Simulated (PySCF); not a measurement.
diphosphane (H4P2), SMILES PP. Atoms are numbered in the order given.

```xyz
6

P     -1.1175    -0.1312     0.0000
P      1.1175     0.1312     0.0000
H     -1.3225     0.8312     1.0246
H     -1.3225     0.8312    -1.0246
H      1.3225    -0.8312     1.0246
H      1.3225    -0.8312    -1.0246
```
Charge 0, spin multiplicity 1.

The structure is a stationary point at B3LYP-D3(BJ)/def2-TZVP.

Two levels are set side by side: PBE/pcJ-1 (PySCF) and PBE0/pcJ-1 (PySCF). One-bond couplings, all four terms, same geometry. Isotopes: 1H, 31P. Differences are taken from unrounded values.

```csv
quantity,PBE0,PBE,PBE minus PBE0
"¹J(P1,P2) (Hz)",5.9,-9.9,-15.8
"¹J(P1,H3) (Hz)",138.6,112.9,-25.7
"¹J(P1,H4) (Hz)",138.6,112.9,-25.7
"¹J(P2,H5) (Hz)",138.6,112.9,-25.7
"¹J(P2,H6) (Hz)",138.6,112.9,-25.7
```

Rough cost on one machine, each run with all the roots and properties that it gave: PBE0 against PBE within a factor of 2.
